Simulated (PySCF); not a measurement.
Structure elucidation problem

Molecular formula: C$_{8}$H$_{8}$O. Simulated spectra:

$^{1}$H NMR (400 MHz, computed): δ 9.72 (t, 1H), 7.74 (m, 2H), 7.63 (m, 1H), 7.61 (m, 2H), 3.55 (d, 2H).

$^{13}$C{$^{1}$H} NMR (computed): δ 201.7, 136.9, 135.5, 135.2, 133.0, 57.1.

One computed conformer, isolated molecule, non-relativistic Hamiltonian, rapidly exchanging positions averaged. Shielding tensors at PBE0/pcSseg-1 (GIAO); geometry from GFN2-xTB; PySCF.

Referencing at the same level of theory: TMS for $^{1}$H, $^{13}$C.

**Question.** Which of these isomers gave the spectra?
A. O=CCc1ccccc1
B. C=C1C=C/C1=C\C(C)=O
C. C=Cc1ccccc1O
D. c1ccc2c(c1)COC2
E. COC1c2ccccc21
F. C=C1C=CC=C1C(C)=O

**Answer.** A. 

1. The formula gives 5 degrees of unsaturation (1 ring in the answer).
2. 6 carbon signals for 8 carbons: some carbons are equivalent by symmetry or fast rotation.
3. Carbon types of the structure: 1 × C, 6 × CH, 1 × CH2, which accounts for all hydrogens.
4. δC 201.7: aldehyde carbonyl carbon; low-lying n→π* states of the double bond to the heteroatom give a large paramagnetic term (-264 ppm).
5. δC 136.9: substituted aromatic carbon.
6. δC 135.5, 135.2, 133.0: aromatic CH; the aromatic region.
7. δC 57.1: sp3 CH2 α to a carbonyl; α to the electron-withdrawing carbonyl group.
8. δH 9.72: hydrogen on an aldehyde carbonyl carbon; the C=O anisotropy and electron withdrawal place aldehyde protons far downfield.

The others: COC1c2ccccc21 would give 5 carbon signals, not 6; c1ccc2c(c1)COC2 would give 4 carbon signals, not 6; C=Cc1ccccc1O would give 8 carbon signals, not 6; C=C1C=C/C1=C\C(C)=O would give 8 carbon signals, not 6; C=C1C=CC=C1C(C)=O would give 8 carbon signals, not 6.

Shifts are as computed. Against solution values, carbons near 30 ppm lie about +3 ppm off and those near 130 ppm about +5 ppm. Of 1211 compounds with measured shifts, 218 miss one by over three times the rms of a fit or turn the order of signals round; such compounds aren't used in these exercises. Multiplicities follow the n + 1 count of equivalent neighbours, as no J values were calculated; m marks all less simple cases, F and P coupling included.
